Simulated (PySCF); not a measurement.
The same groups moved round the core (propene cyano+silyl). Isolated molecules, 0 K electronic values unless said otherwise. One relaxed conformer stands for each flexible species; it need not be the lowest. Strings in code marks are SMILES.

Quantity: electronic energy of isomers of C4H7NSi relative to `C/C=C(/[SiH3])C#N`, in kcal/mol.

Case: `C/C(C#N)=C/[SiH3]`. Geometry of `C(/C#N)(=C/[SiH3])C` (neutral, multiplicity 1, Å):

```xyz
13

C      2.0659    -0.3692     0.1209
C      0.6514     0.1289    -0.0190
C      0.5417     1.5252    -0.3349
N      0.5120     2.6490    -0.5886
C     -0.4415    -0.6337     0.1305
Si    -2.2337    -0.1245    -0.0199
H      2.5894     0.1763     0.9089
H      2.6230    -0.2092    -0.8047
H      2.0735    -1.4312     0.3599
H     -0.2524    -1.6784     0.3689
H     -2.8674    -0.9397    -1.0832
H     -2.9172    -0.4246     1.2606
H     -2.3490     1.3115    -0.3379
```

Estimate the electronic energy of isomers of C4H7NSi relative to `C/C=C(/[SiH3])C#N` that PBE-D3(BJ)/def2-TZVP // B3LYP-D3(BJ)/def2-TZVP (PySCF) returns for this input.

2.79 kcal/mol.
